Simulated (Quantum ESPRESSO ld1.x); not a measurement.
Q: All-electron atom: I50+ in [He] 2s1. Method: scalar-relativistic Kohn-Sham, LDA (Slater exchange, Perdew-Wang correlation), spin-polarised, spherical densities, point nucleus; open shells are filled with parallel spins first; computed with ld1.x of Quantum ESPRESSO 7.5. Some entries of the table are withheld. Estimate them.

orbital,occ.,eigenvalue (eV),r(max) (bohr),<r> (bohr)
1s up,1,-38120.1,0.018,0.02710
1s down,1,-38102.2,0.018,0.02710
2s up,1,-9341.60,(1),0.1101
2s down,0,-9264.39,(2),0.1102

A: 
(1) 2s up r(max) (bohr): 0.095
(2) 2s down r(max) (bohr): 0.095
